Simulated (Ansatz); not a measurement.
Reaction (formal hydrolysis of a B–O bond): `COB(F)OC` + H₂O → `COB(O)F` + CH₃OH

Isolated molecules relaxed with PBE0-D4/def2-TZVP in Ansatz; ΔE leaves out vibrations. CCSD(T)/CBS is the MP2 limit (def2-TZVPP, def2-QZVPP) plus CCSD(T) − MP2 in def2-TZVPP, frozen cores. This one scheme is used for every species. DFT in def2-TZVPP. One conformer a species, not always the lowest.

`COB(F)OC`:

Cartesian coordinates in Å:
```
C 1.010 -0.887 1.677
O -0.048 0.050 1.660
B -0.551 0.490 0.488
F -1.549 1.375 0.544
O -0.064 0.053 -0.697
C -0.573 0.499 -1.939
H 0.722 -1.817 1.179
H 1.899 -0.488 1.182
H 1.244 -1.096 2.721
H -0.936 -0.364 -2.502
H -1.388 1.213 -1.811
H 0.234 0.971 -2.502
```

H₂O:

Cartesian coordinates in Å:
```
O -0.178 -0.328 0.111
H 0.176 -0.120 -0.757
H 0.001 0.448 0.646
```

`COB(O)F`:

Z-matrix (Å, degrees):
```
C
O 1 1.414
H 1 1.092 2 108.7
H 1 1.092 2 108.8 3 -118.3
H 1 1.091 2 111.8 3 120.8
B 2 1.344 1 122.2 3 -121.5
F 6 1.336 2 117.4 1 -180.0
O 6 1.361 2 122.7 1 0.0
H 8 0.959 6 112.6 2 180.0
```

CH₃OH:

Cartesian coordinates in Å:
```
C 0.061 -0.225 -0.269
O -0.011 0.204 1.071
H 0.407 -1.259 -0.256
H 0.773 0.365 -0.860
H -0.916 -0.200 -0.769
H -0.313 1.115 1.083
```

```
             level  ΔE (kJ/mol)
       LDA (SPW92)          2.0
        r2SCAN0-D4          1.8
      CAM-B3LYP-D4          2.6
            revPBE         -3.7
RPA@PBE/def2-TZVPP          3.7
     CCSD/def2-SVP         -1.4
     HF/def2-TZVPP         -1.9
   CCSD/def2-TZVPP          2.7
```

What does CCSD(T)/CBS give? (Estimate.)

Ansatz gave: +5.5 kJ/mol. The listed levels differ from it by -3.5, -3.7, -2.9, -9.2, -1.8, -6.9, -7.4, -2.8 kJ/mol.

Largest T1 diagnostic among the species: 0.012.

In def2-TZVPP, CCSD(T) changes the Hartree–Fock value by +5.6 kJ/mol (the triples alone add +0.9 kJ/mol) and MP2 by +6.0 kJ/mol. Leaving LDA and LC-ωPBE aside and taking each functional with its dispersion term where it has one, the values, not all of them listed here, spread over 2.4 kJ/mol, from B2PLYP to BLYP-D4. LDA lies +3.7 kJ/mol from PBE without D4.
